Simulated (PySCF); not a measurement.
Molecule: CH4NO, net charge 1, singlet state. It need not be the lowest isomer of its formula. SMILES: NC=[OH+]
Structure (B3LYP-D3(BJ)/def2-TZVP (Ansatz) minimum search):
```xyz
7

N     -1.0990     0.2421     0.0493
C      0.1829     0.3869    -0.0655
O      1.0650    -0.5432    -0.0064
H     -1.5501    -0.6536     0.2031
H     -1.7032     1.0534    -0.0146
H      0.5909     1.3796    -0.2292
H      0.7372    -1.4496     0.1397
```
Charge +1, spin multiplicity 1.

Dispersion corrections to the total energy (kcal/mol) from the dftd3 and dftd4 libraries through PySCF: D3(BJ) without and D4 with the three-body term, each with the damping fitted for the functional named.

| functional | D3(BJ) | D4 |
|---|---|---|
| HSE06 | -1.06 | -0.96 |
| B2GP-PLYP | -0.93 | -0.52 |
| TPSSh | -2.10 | -1.60 |
| LC-wPBE | -1.62 | -1.43 |
| HF | -18.61 | … |
| PW6B95 | -0.78 | … |
| PBE | … | -1.30 |

### Question
Some entries are withheld; supply them.

### Answer

- HF, D4: -5.69
- PW6B95, D4: -1.16
- PBE, D3(BJ): -1.94
